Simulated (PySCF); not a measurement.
Delta-SCF ions had no search for a lower state. 

Species: C$_{2}$H$_{7}$B, SMILES `CBC` (charge 0, multiplicity 1).

Question: Predict the HOMO–LUMO gap, vertical ionisation energy (Delta-SCF) and HOMO from PBE-D3(BJ)/def2-TZVP // PBE0-D3(BJ)/def2-TZVP (PySCF).

Answer: 
```
Property                                  Result
--------------------------------------  --------
HOMO–LUMO gap                            5.62 eV
vertical ionisation energy (Delta-SCF)  10.69 eV
HOMO                                    -7.24 eV
```
